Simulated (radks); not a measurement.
All-electron atom: neutral cobalt in [Ar] 3d7 4s2. All-electron calculation, scalar-relativistic Kohn-Sham, r2SCAN, spin-unpolarised, spherical densities, finite nucleus; meta-GGA in the generalised Kohn-Sham scheme; Fermi nuclear charge, rms radius 3.7875 fm. Program: a radial shooting solver on a logarithmic mesh with Libxc functionals.

Normalised radial functions P(r) = r R(r), r in bohr:

r	1s	3p	3d
0.008274	1.8856	0.0144	0.0001
0.009479	2.0857	0.0185	0.0002
0.01086	2.2963	0.0236	0.0002
0.01244	2.5145	0.0302	0.0003
0.01425	2.7365	0.0385	0.0005
0.01633	2.9571	0.0489	0.0007
0.01871	3.1698	0.0619	0.0011
0.02144	3.3667	0.0780	0.0015
0.02456	3.5381	0.0978	0.0023
0.02814	3.6738	0.1220	0.0033
0.03224	3.7624	0.1510	0.0047
0.03693	3.7929	0.1855	0.0068
0.04231	3.7555	0.2259	0.0098
0.04848	3.6428	0.2721	0.0140
0.05554	3.4516	0.3239	0.0198
0.06363	3.1841	0.3802	0.0279
0.0729	2.8489	0.4391	0.0389
0.08352	2.4616	0.4976	0.0538
0.09569	2.0441	0.5513	0.0736
0.1096	1.6226	0.5944	0.0996
0.1256	1.2241	0.6197	0.1330
0.1439	0.8716	0.6192	0.1752
0.1649	0.5807	0.5844	0.2272
0.1889	0.3585	0.5079	0.2897
0.2164	0.2030	0.3847	0.3628
0.2479	0.1041	0.2142	0.4453
0.284	0.0478	0.0014	0.5349
0.3254	0.0193	-0.2427	0.6283
0.3728	0.0067	-0.5008	0.7211
0.4271	0.0020	-0.7485	0.8064
0.4894	0.0005	-0.9606	0.8782
0.5606	0.0001	-1.1131	0.9297
0.6423	0.0000	-1.1885	0.9544
0.7359	0.0000	-1.1811	0.9491
0.8431	0.0000	-1.0985	0.9151
0.9659	0.0000	-0.9586	0.8561
1.107	0.0000	-0.7848	0.7774
1.268	0.0000	-0.6020	0.6860
1.453	0.0000	-0.4310	0.5888
1.664	0.0000	-0.2868	0.4918
1.907	0.0000	-0.1764	0.3995
2.184	0.0000	-0.0998	0.3154
2.503	0.0000	-0.0518	0.2418
2.867	0.0000	-0.0244	0.1795
3.285	0.0000	-0.0104	0.1282
3.763	0.0000	-0.0039	0.0874
4.312	0.0000	-0.0013	0.0565
4.94	0.0000	-0.0004	0.0343
5.659	0.0000	-0.0001	0.0194
6.484	0.0000	0.0000	0.0102
7.428	0.0000	0.0000	0.0049
8.511	0.0000	0.0000	0.0021
9.751	0.0000	0.0000	0.0008

1s: eigenvalue -7618.7 eV, 0 radial nodes, <r> = 0.0562 bohr, 90 % of the charge inside 0.100 bohr. 3p: eigenvalue -67.798 eV, 1 radial node at r = 0.284 bohr, <r> = 0.816 bohr, 90 % of the charge inside 1.26 bohr. 3d: eigenvalue -8.335 eV, 0 radial nodes, <r> = 1.07 bohr, 90 % of the charge inside 1.88 bohr.
